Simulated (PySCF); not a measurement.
A structure optimised at PBE-D3(BJ)/def2-SVP, used in a PySCF frequency run:

```xyz
8

N      1.7652     0.1671    -0.4254
Ge     0.0132     0.0102    -0.0139
O     -0.8640     1.4005    -0.6588
F     -0.4096    -0.1142     1.6844
F     -0.5543    -1.5003    -0.6714
H      2.2116     1.0007    -0.0291
H      2.3172    -0.6655    -0.1944
H     -1.7203     1.4971    -0.1997
```

Problem. Write its SMILES and formula.

Solution. [NH2][Ge]([OH])([F])[F], F2GeH3NO

Problem. What are its rotational constants (standard atomic weights)?

Solution. 3.4801, 3.3726, 3.1283 GHz
